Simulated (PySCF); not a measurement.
Job for PySCF: R-M06-2X/6-31G* on NH3 (SMILES N).

```python
from pyscf import gto, scf, dft, mp
from pyscf.data.elements import chemcore

mol = gto.M(
    atom='''
    N    -0.00899791   -0.09882619   -0.11896574
    H    -1.02158851   -0.08224058   -0.17192577
    H     0.31877598    0.83279346   -0.34891244
    H     0.32127543   -0.72331527   -0.84607353
    ''',
    basis='6-31g*',
    cart=True,
    charge=0, spin=0, verbose=3, max_memory=1800)
mf = dft.RKS(mol, xc='m062x')
mf.conv_tol = 1e-8
mf.max_cycle = 100
mf.kernel()
if not mf.converged:
    mf = mf.newton().run(mf.mo_coeff, mf.mo_occ)
```

Program output:

```
converged SCF energy = -56.5128601419859
```

The run converged.

Cost: about 0.9 core-seconds (a rough figure).
